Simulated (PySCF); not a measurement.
# Dipole response of In (indium, neutral)

[Kr] 4d10 5s2 5p1, 2P determinant. Calculation: PySCF 2.14, in aug-cc-pVQZ-PP with one added diffuse shell each of s, p, d, f, g type with ECP28MDF (8s8p6d4f3g, 117 functions); scalar relativity through the core potential. Coupled (time-dependent) response in atomic units; α is the mean over directions.

```tsv
method	mean α (bohr³)	α xx, yy, zz	C₆ (like pair)	S(−4)
r2SCAN0	71.10	56.06, 101.2, 56.06	755.3	2799
```

S(−4) is the Cauchy moment in α(ω) = α(0) + S(−4) ω² + …

Reference α: 65 ± 4 bohr³ (recommended; Schwerdtfeger and Nagle, table of static dipole polarizabilities (2023 update)). Published C₆: 779.0 (Chu and Dalgarno (2004); Tang, Norbeck and Certain (1976)).

Spin-orbit coupling is absent.

α(iu) at r2SCAN0:

| u (hartree) | α(iu) (bohr³) |
| --- | --- |
| 0 | 71.10 |
| 0.0500 | 65.03 |
| 0.100 | 53.31 |
| 0.200 | 34.24 |
| 0.300 | 23.12 |
| 0.500 | 12.62 |
| 0.750 | 7.501 |
| 1.00 | 5.169 |
| 1.50 | 3.040 |
| 2.00 | 2.050 |
| 3.00 | 1.121 |
| 5.00 | 0.4765 |

A single London oscillator, α(iu) = α/(1 + u²/ω²), gives C₆ = (3/4) ω α². Matching the computed C₆ needs ω = 4 × 755.3 / (3 × 71.10²) = 0.199 hartree.

The components differ because the open shell of this determinant is not spherical; for a pure term their mean is the scalar polarisability.

Energies and moments cover only the electrons outside the core potential.
